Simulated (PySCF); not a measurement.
# How methods differ on the excitation energy of In⁺

In⁺ [Kr] 4d10 5s2 (1S) → In⁺ [Kr] 4d10 5s1 5p1 (3P), as a difference of total energies. All numbers are calculated (PySCF 2.14, a scalar-relativistic core potential, in aug-cc-pwCVTZ-PP with ECP28MDF). Correlated levels: valence: 4s2 4p6 4d10 frozen. The calculations carry no spin-orbit coupling.

| method | excitation energy (cm⁻¹) | error (cm⁻¹) |
| --- | --- | --- |
| UHF | 32867 | -11742 |
| MP2 (valence) | 37684 | -6925 |
| SCS-MP2 (valence) | 39061 | -5548 |
| CCSD (valence) | 39377 | -5232 |

Reference: 44609 cm⁻¹ (measured; NIST levels, between the centres of gravity of the two terms).

Errors of the correlated levels include the incompleteness of this basis and the frozen core.

With two correlated electrons CCSD is exact in that space.
